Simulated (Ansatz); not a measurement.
Ideal-gas functions of GeH₂S, SMILES `[SH][GeH]` at 400 K and 1 bar, from an Ansatz frequency run at PBE0-D4/def2-TZVP.

Molar mass 106.69 g/mol, point group Cs (symmetry number 1), electronic degeneracy 1, moments of inertia 4.22, 113.971, 118.19 u Å². Harmonic wavenumbers (cm⁻¹, unscaled): 399, 514, 626, 743, 1917, 2719.

Use S(trans) = R[1.5 ln M + 2.5 ln T − 1.1517]; rotational temperatures θ = 24.2544 K / I; S(rot) = R[ln(√π/σ · √(T³/θAθBθC)) + 1.5]; for each mode x = 1.438777 ν̃/T, S = R[x/(eˣ − 1) − ln(1 − e⁻ˣ)] and H = RT x/(eˣ − 1); 1 cm⁻¹ = 0.0119627 kJ/mol; R = 8.31446 J/(mol·K).

Task: By hand: the entropy, in J/(mol·K).

Result: Translation 173.2. Rotation: θ = 5.7475, 0.2128, 0.2052 K, giving 97.7. Vibration, mode by mode: 5.99, 4.30, 3.13, 2.24, 0.07, 0.01, in all 15.7. Electronic 0.0. Sum 286.6 J/(mol·K).

Task: By hand: H − E and G − E in kJ/mol, counted from the electronic energy.

Result: Zero-point energy ½ × 6918 × 0.0119627 = 41.4; thermal vibration 4.2; translation, rotation and pV give 4 RT = 13.3. H − E = 58.9 kJ/mol, and G − E = 58.9 − 400 × 286.6/1000 = -55.7 kJ/mol.

Vibration gives 5 % of the entropy.
